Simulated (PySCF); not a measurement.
**Assignment exercise: C$_{7}$H$_{18}$P$_{2}$**

Atoms are numbered as in `[CH3:1][CH:2]=[P@@:3]([CH3:4])([PH2:5])[C:6]([CH3:7])([CH3:8])[CH3:9]`. Hydrogens are named by the atom that carries them.

All values are calculated (PySCF 2.14.0 with density-fitted response routines): PBE0-D3(BJ)/def2-SVP geometry, shieldings: GIAO PBE0/pcSseg-1. No relativistic terms, one computed conformer, in vacuum, rapidly exchanging positions averaged.

Shifts are taken against calculated references (same method and geometry level): TMS for 13C and 1H.

Q: Assign these signals to the numbered atoms. 13C{1H} NMR (computed): δ 33.5, 26.8, 25.2, 12.4, 10.1.

A: 
| δ (ppm) | atoms | environment | reason |
| --- | --- | --- | --- |
| 33.5 | C6 | fully substituted sp3 carbon bonded to P | – |
| 26.8 | C7/C8/C9 | methyl carbon | saturated and bonded to C and H only |
| 25.2 | C2 | carbon double-bonded to a heavier main-group atom | – |
| 12.4 | C1 | methyl carbon | a saturated carbon with 1 carbon neighbour and no heteroatom attached |
| 10.1 | C4 | methyl carbon bonded to P | – |

C7/C8/C9 and C2 lie closer than the usual error of such a calculation, so a measured spectrum could show them in the other order.

Q: Assign these signals to the numbered atoms. 1H NMR (400 MHz, computed): δ 2.48 (m, 2H), 1.62 (m, 3H), 1.22 (m, 3H), 1.13 (m, 9H), 0.57 (m, 1H).

A: 
2.48 → H(P5), hydrogen on a phosphorus bonded to P
1.62 → H(C1), hydrogen on a methyl carbon
1.22 → H(C4), hydrogen on a methyl carbon bonded to P
1.13 → H(C7)/H(C8)/H(C9), hydrogen on a methyl carbon
0.57 → H(C2), hydrogen on a carbon double-bonded to a heavier main-group atom

H(C4) and H(C7)/H(C8)/H(C9) lie closer than the usual error of such a calculation, so a measured spectrum could show them in the other order.

Splittings by 31P in the carbon and heteronuclear signals aren't shown, as no couplings were computed. Shifts are as computed. Against solution values, carbons near 30 ppm lie about +2 ppm off and those near 130 ppm about +5 ppm. Of 1313 compounds with measured shifts, 239 miss one by over three times the rms of a fit or turn the order of signals round; such compounds aren't used in these exercises. Multiplicities follow the n + 1 count of equivalent neighbours, as no J values were calculated; m marks all less simple cases, F and P coupling included.
